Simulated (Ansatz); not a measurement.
`F[CH2][AlH][O][SiH3]` + `FBN[SiH3]` → `FBN([SiH3])[SiH3]` + `[OH][AlH][CH2]F`  (ligand exchange at the Si–O bond)

Program: Ansatz. Geometries: PBE0-D4/def2-TZVP. ΔE: electronic, gas phase. CCSD(T)/CBS is the MP2 limit (def2-TZVPP, def2-QZVPP) plus CCSD(T) − MP2 in def2-TZVPP, frozen cores. Functionals use def2-TZVPP. B3LYP here is the variant with VWN-RPA as its local correlation; programs differ in this. One conformer a species, not always the lowest.

`F[CH2][AlH][O][SiH3]`:

```xyz
11

F    -1.634   -0.824    1.066
C    -1.044    0.215    1.794
Al    0.482    0.985    0.798
O     0.854    0.332   -0.706
Si    0.676   -0.679   -1.972
H    -1.822    0.959    2.006
H    -0.743   -0.189    2.770
H     1.350    2.178    1.361
H     0.846   -2.091   -1.537
H    -0.671   -0.518   -2.581
H     1.706   -0.368   -2.998
```

`FBN[SiH3]`:

```xyz
9

F     0.733    1.224   -1.538
B     1.333    0.632   -0.499
N     0.549   -0.138    0.367
Si   -1.173   -0.415    0.235
H     2.511    0.785   -0.354
H     1.027   -0.572    1.141
H    -1.925    0.862    0.313
H    -1.507   -1.094   -1.041
H    -1.549   -1.286    1.377
```

`FBN([SiH3])[SiH3]`:

```xyz
12

F    -0.438    1.906   -1.683
B    -0.308    0.582   -1.536
N    -0.049    0.069   -0.249
Si    0.137   -1.647    0.031
Si    0.093    1.184    1.104
H    -0.419   -0.103   -2.510
H    -0.878   -2.112    1.010
H     1.485   -1.927    0.587
H    -0.038   -2.357   -1.258
H     1.218    2.127    0.898
H     0.365    0.344    2.300
H    -1.168    1.936    1.305
```

`[OH][AlH][CH2]F`:

Cartesian coordinates in Å:
```
O -0.260 -1.159 -1.574
Al -0.182 0.291 -0.697
C 0.269 0.064 1.212
F 0.314 1.310 1.851
H -0.467 -1.215 -2.505
H -0.454 1.689 -1.387
H 1.242 -0.421 1.357
H -0.462 -0.558 1.744
```

CCSD(T)/CBS gives +59.9 kJ/mol.

Problem. Another level gave +63.9 kJ/mol. Which?
A. HF/def2-TZVPP
B. SCS-MP2/def2-TZVPP
C. PBE/def2-TZVPP
D. B3LYP/def2-TZVPP

Solution. B. SCS-MP2/def2-TZVPP 63.9, B3LYP 70.5, PBE 58.0, HF/def2-TZVPP 82.9 kJ/mol.

Largest T1 diagnostic among the species: 0.012.

From PBE to PBE0 (25 % exact exchange), in def2-TZVPP and without D4, ΔE moves by +3.2 kJ/mol. The D4 term adds −5.7 kJ/mol with B3LYP and −2.9 kJ/mol with PBE0; it sums over pairs of atoms, weighted by their polarisabilities, and B3LYP, whose exchange is more repulsive, gets the larger term. In def2-TZVPP, CCSD(T) changes the Hartree–Fock value by −22.4 kJ/mol (the triples alone add −3.5 kJ/mol) and MP2 by −23.7 kJ/mol.
